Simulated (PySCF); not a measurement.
C2H5ClOSi2, SMILES [SiH2](Cl)C#C[SiH2]O. Atoms are numbered in the order given.

```xyz
11

O     -3.3657    -0.0796     1.4984
Si    -2.8063    -0.6943     0.0419
C     -0.9625    -0.6102    -0.0576
C      0.2714    -0.5261    -0.1104
Si     2.0988    -0.4179    -0.1911
Cl     2.6679     1.5524    -0.5441
H     -3.0894     0.8319     1.6982
H     -3.3386     0.0544    -1.1490
H     -3.2348    -2.1256     0.0112
H      2.6865    -0.8556     1.1152
H      2.5983    -1.2705    -1.3167
```
Charge 0, spin multiplicity 1.

Geometry: PBE-D3(BJ)/def2-SVP. This is a generated structure with no PubChem entry under its InChIKey; it may be hypothetical. Other conformers were not sampled.

All values below come from PBE-D3(BJ)/def2-SVP run with PySCF.

Frequencies are harmonic and unscaled.

Computed vibrational spectrum:
```
mode  ν (cm⁻¹)  IR (km/mol)    moving atoms (share of kinetic energy)
----  --------  -----------  ----------------------------------------
1            7          2.2          O 34 %, Si 23 %, H 22 %, Cl 17 %
2           55          2.2  Cl 36 %, C 20 %, Si 18 %, O 14 %, H 12 %
3           77          0.2           C 40 %, O 23 %, Si 18 %, H 16 %
4          168         13.7          H 37 %, C 35 %, Si 14 %, Cl 10 %
5          196         18.1            C 50 %, H 23 %, Cl 10 %, O 8 %
6          250        101.5                    H 54 %, C 23 %, O 19 %
7          333          2.6                   C 63 %, Si 15 %, H 14 %
8          387         29.0                    C 73 %, Si 11 %, O 8 %
9          429         22.1                   Si 68 %, C 17 %, H 10 %
10         543         61.4                          Si 52 %, Cl 42 %
11         587         39.7                   H 69 %, Si 18 %, C 11 %
12         614         63.4                   H 68 %, Si 17 %, C 13 %
13         696          6.5                                    H 93 %
14         712         19.0                                    H 93 %
15         788        160.4                   C 57 %, Si 22 %, O 14 %
16         810        220.8           H 40 %, O 31 %, Si 15 %, C 14 %
17         839        531.1                           H 88 %, Si 10 %
18         885        149.9                                    H 86 %
19         889        105.9                   H 68 %, Si 17 %, O 15 %
20         911         64.9                                    H 95 %
21         925        106.5                           H 73 %, Si 20 %
22        2150          2.3                                    C 96 %
23        2162        117.3                                    H 94 %
24        2192         70.5                                    H 98 %
25        2198         83.1                                    H 95 %
26        2218         88.8                                    H 97 %
27        3763         79.7                                    H 94 %
```
